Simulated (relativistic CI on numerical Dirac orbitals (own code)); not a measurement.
## One change at a time: Mo II

Base calculation: Dirac-Coulomb-Breit CI, orbitals from a KLI potential per configuration, model QED, valence Slater integrals scaled by 0.85, P86 correlation energy added to each configuration.

Configurations in the expansion (outside the closed core [Kr]): 4d5, 4d4 5s, 4d4 5p, 4d3 5s2, 4d4 4f, 4d3 5s 5p, 4d4 6s, 4d4 5d, 4d4 6p, 4d4 7s, 4d4 6d, 4d4 7p, 4d4 5f, 4d4 5g, 4d4 7d, 4d3 5s 6s, 4d3 4f2, 4d3 5p2, 4d4 6f, 4d3 4f 5s. Levels of other configurations are missing.

The lowest level and the first level of each name with at least 55 % of one term (blank where a level has no safe partner in the second run):

| Level | Base (cm⁻¹) | Shift (cm⁻¹) |
| --- | --- | --- |
| 4d5 6S_5/2 | 0.0 | 0.0 |
| 4d4 5s 6D_1/2 | 13975.7 | +528.9 |
| 4d4 5s 6D_3/2 | 14201.1 | +529.7 |
| 4d4 5s 6D_5/2 | 14551.8 | +530.9 |
| 4d4 5s 6D_7/2 | 15002.0 | +531.7 |
| 4d4 5s 6D_9/2 | 15532.2 | +531.7 |
| 4d5 4G_5/2 | 16650.4 | +12.3 |
| 4d5 4G_7/2 | 16746.9 | +11.6 |
| 4d5 4G_9/2 | 16824.5 | +10.8 |
| 4d5 4G_11/2 | 16850.7 | +9.7 |
| 4d5 4P_3/2 | 17433.1 | +80.6 |
| 4d5 4P_5/2 | 17437.2 | +68.7 |
| 4d5 4P_1/2 | 17568.5 | +85.3 |
| 4d5 4D_1/2 | 18563.1 | +123.1 |

For a near-neutral ion this model can misplace configurations by up to about 10,000 cm⁻¹ (more where the count of f electrons changes) and terms by 10 to 25 % of their spread. Rates follow the energies as ν³ (E1, M1) or ν⁵ (E2), so they and the lifetimes can be off by large factors. The fine structure of a lone outer electron comes out too small, for d and f at times inverted, and misplaced configurations move strength between like terms. 22 of the 26 excited levels that our extract of the measured tables holds in this range could be paired (the sources list more); they are missed by 1098 cm⁻¹ on average and 2314 at most, and levels without a partner can miss by more. Some levels of the ground configuration have no partner and can miss by 10 % or more.

(1) One thing was changed in a second run, which moved the levels as shown. Which?
A. QED terms removed
B. Breit term removed
C. one mean potential for all configurations
D. configuration mixing switched off
E. self-excluded LDA correlation estimate
F. Slater integrals left unscaled

Answers

(1) E. Self-excluded LDA correlation estimate. A correlation estimate moves all levels of a configuration together before mixing; mixed levels move by a weighted share.

LS names give the leading component of a level, which can be under half, so a name can repeat, a term be missing and a line seem to break the LS rules.
